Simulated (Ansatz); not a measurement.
`[SH][Sn]([Cl])([Cl])[Cl]` → Cl₂ + `[SH][Sn][Cl]` at 298.15 K and 1 bar (stannylene formation by 1,1-elimination).

Calculated with Ansatz (gas phase, PBE0-D4/def2-TZVP geometries, no zero-point term in ΔE). CBS: MP2 limit from def2 TZ/QZ plus the TZ coupled-cluster correction, frozen cores. This one scheme is used for every species. Elements past krypton have def2 core potentials. For Sn outer-core shells are correlated without core-valence functions, which leaves a few kJ/mol of doubt a bond. One conformer a species, not always the lowest.

| species | CCSD(T)/CBS energy (Eh) | H − E (kJ/mol) | S (J/(mol·K)) |
| --- | --- | --- | --- |
| `[SH][Sn]([Cl])([Cl])[Cl]` | -1991.90544 | 58.5 | 409.3 |
| Cl₂ | -919.51390 | 12.6 | 222.8 |
| `[SH][Sn][Cl]` | -1072.27294 | 41.6 | 319.0 |

H − E and S are ideal-gas, rigid-rotor, harmonic terms from PBE0-D4/def2-TZVP, for one conformer and one mirror image of each species. 1 Eh = 2625.50 kJ/mol, R = 8.31446 J/(mol·K).

Question: By hand: ΔE, ΔH, ΔS and ΔG.

Answer: ΔE = (-919.51390) + (-1072.27294) − (-1991.90544) = 0.11860 Eh = 311.4 kJ/mol. Δ(H − E) = 12.6 + 41.6 − 58.5 = -4.3, so ΔH = 307.1 kJ/mol. ΔS = 222.8 + 319.0 − 409.3 = 132.5 J/(mol·K). ΔG = 307.1 − 298.15 × (132.5)/1000 = 267.6 kJ/mol.

Question: By hand: the equilibrium constant, and the temperature at which ΔG would vanish if ΔH and ΔS stayed fixed.

Answer: log₁₀ K = −ΔG/(RT ln 10) = -46.9. ΔG = 0 at ΔH/ΔS = 2318 K.

The number of gas molecules changes by +1, which sets the sign of ΔS. A doubt of 5 kJ/mol in ΔE shifts log₁₀ K by 0.9 here. Other conformers and mirror images would add mixing entropy, several J/(mol·K) or more a flexible species. Modes under 60 cm⁻¹, often nearly free rotors, make the harmonic entropy too high. These are equilibria of isolated gas molecules and say nothing of rates. Largest T1 diagnostic: 0.015 (customary marks: 0.02 for closed shells, 0.045 for open ones).
